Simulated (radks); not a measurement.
Spherical quantum dot in the effective-mass picture: electrons in a hard-walled sphere of radius 1.82, all in effective atomic units (hartree* = m*/eps^2 hartree, bohr* = eps/m* bohr), one dielectric constant everywhere. Method: non-relativistic Kohn-Sham, PBEsol, spin-polarised, spherical densities; computed with a radial shooting solver with Libxc functionals. Levels are named by radial order and angular momentum (1s, 1p, 1d, 2s, ...), and open shells are averaged over m. Results are scaled to m* = 0.29 and eps = 9.7, for which hartree* = 83.87 meV and bohr* = 1.77 nm.

N = 17, configuration 1s2 1p6 1d(up 5, down 4). This is the lowest configuration that the search found. Occupied and some empty levels:

level,occupation,eigenvalue (meV),<r> (nm)
1s up,1,1179.8,1.918
1s down,1,1182.3,1.916
1p up,3,1269.5,2.093
1p down,3,1272.3,2.092
1d up,5,1404.8,2.211
1d down,4,1407.6,2.211
2s up,0,1566.7,1.506
2s down,0,1568.0,1.506
1f up,0,1579.5,2.300
1f down,0,1582.5,2.300
2p up,0,1806.3,1.703
2p down,0,1808.1,1.702

Energy (meV): total 13846.5, kinetic 5854.5, external 0, Hartree 9152.4, exchange-correlation -1160.3.
